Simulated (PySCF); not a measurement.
**How methods differ on the ionisation energy of Te(29+)**

Te(29+) [Ar] 3d5 (6S) → Te(30+) [Ar] 3d4 (5D), as a difference of total energies. All numbers are calculated (PySCF 2.14, scalar relativity by spin-free X2C-1e, in an even-tempered Gaussian basis (18 s from 3.9 bohr⁻², ratio 2.5; 12 p from 5 bohr⁻², ratio 2.5; 8 d from 5 bohr⁻², ratio 2.5; 4 f from 21 bohr⁻², ratio 2.7; 3 g from 31 bohr⁻², ratio 2.7)). Correlated levels: outer shells: [Ne] frozen; virtual orbitals above 40 to 60 times the deepest correlated orbital energy dropped. The calculations carry no spin-orbit coupling.

| method | ionisation energy (eV) |
| --- | --- |
| UHF | 1721.5 |
| LDA | 1719.9 |
| PBE | 1719.3 |
| PBE0 | 1720.3 |
| r2SCAN | 1720.8 |
| B2PLYP | 1720.8 |
| M06-L | 1722.0 |
| MP2 (outer shells) | 1721.9 |
| SCS-MP2 (outer shells) | 1721.4 |

A first-order spin-orbit estimate (lowest level to lowest level, LS coupling) adds -7.682 eV.

Breit and QED terms and the two-electron picture change are absent.

For comparison: 1707 ± 4 eV (theoretical estimate listed by NIST; NIST Atomic Spectra Database, ionization energies).
